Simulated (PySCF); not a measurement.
# Dipole moment and polarisability of `BOBOC(C)C`

C₃H₁₀B₂O₂.
SMILES with atom numbers: `[BH2:1][O:2][BH:3][O:4][CH:5]([CH3:6])[CH3:7]` (hydrogens: H8, H9 on B1; H10 on B3; H11 on C5; H12, H13, H14 on C6; H15, H16, H17 on C7)

Cartesian coordinates in Å at the PBE0-D3(BJ)/def2-SVP level; atoms count from 1:
```
atom  x, y, z in Å
B1     2.2762   -2.2193   -0.4659
O2     1.6072   -1.0829   -0.2682
B3     1.0346   -0.0119    0.3381
O4    -0.2971    0.0704    0.5173
C5    -1.2087   -0.9598    0.1444
C6    -2.5248   -0.2984   -0.2089
C7    -1.3365   -1.9593    1.2796
H8     2.5495   -2.5399   -1.6016
H9     2.5791   -2.9074    0.4867
H10    1.7223    0.9118    0.6959
H11   -0.8131   -1.4765   -0.7485
H12   -3.2558   -1.0464   -0.5496
H13   -2.3828    0.4404   -1.0106
H14   -2.9395    0.2219    0.6680
H15   -0.3704   -2.4386    1.4976
H16   -2.0590   -2.7485    1.0230
H17   -1.6842   -1.4530    2.1931
```

Level: wB97X-D/def2-SVPD (PySCF), static field, nuclei fixed, core orbitals frozen in the response. The polarisability tensor in these axes (au):

```
x   81.40 -5.02 -2.44
y   -5.02 73.85  1.32
z   -2.44  1.32 66.02
```

Task: Diagonalise the tensor; give its mean and Δα, where Δα² is half the sum of the squared differences of the eigenvalues.

Result: Principal values 65.60, 71.35 and 84.33 au; mean 73.76 au = 10.93 Å³ = 12.16 × 10⁻⁴⁰ C²·m²/J; Δα = 16.61 au (23 % of the mean).

Task: What is the dipole moment, and where does it point?

Result: (-1.16, -0.94, -0.15) D, 1.50 D in size, pointing from the negative to the positive side. Measured along this direction, the outermost atoms are H10 at the negative end and H12 and H16 at the positive end.

Task: What depolarisation ratio follows for Rayleigh scattering of linearly polarised light, taking the static tensor?

Result: ρ = 3Δα²/(45ᾱ² + 4Δα²) = 828.0/(244811 + 1104.0) = 0.00337.

Task: Find the Langevin capture rate constant for H3O+ (19.018 u) meeting this molecule (100.087 u), k = 2.342 × 10⁻⁹ cm³/s × √(α in Å³ / reduced mass in u).

Result: The reduced mass is 15.98 u, so k = 1.94 × 10⁻⁹ cm³/s. The formula leaves out the permanent dipole, which adds to the capture rate.

Task: Estimate the molar refractivity from the static electronic polarisability.

Result: Lorentz–Lorenz: R = (4π/3)N_A α = 2.5225 cm³/(mol·Å³) × 10.93 Å³ = 27.6 cm³/mol, in the limit of long wavelengths.

Task: Along which axes do the principal values lie, and how far do the nuclei extend along each?

Result: Largest value along (0.88, -0.44, -0.15), where the nuclei span 6.41 Å; middle along (0.45, 0.89, 0.02), 4.96 Å; least along (0.13, -0.08, 0.99), 3.41 Å. The response follows the extents in order.

Task: In TDDFT the mean static polarisability is Σ f/ω² over all singlet excitations (ω in hartree). How much of it do the 10 lowest give? Their energies (eV) and oscillator strengths: 5.95, 0.0003; 8.09, 0.1945; 8.18, 0.0335; 8.31, 0.0222; 8.43, 0.0590; 8.56, 0.0561; 8.60, 0.0276; 8.78, 0.0441; 8.87, 0.0104; 9.05, 0.0213.

Result: They add up to 4.99 au, 6.8 % of the 73.76 au; the largest single term is 2.20 au, from the state at 8.09 eV. Terms in order: 0.01, 2.20, 0.37, 0.24, 0.61, 0.57, 0.28, 0.42, 0.10, 0.19 au. Higher excitations give the rest. The strengths listed sum to 0.469.

One conformer (not necessarily the lowest) at the PBE0-D3(BJ)/def2-SVP geometry, without solvent, vibrations or thermal averaging.
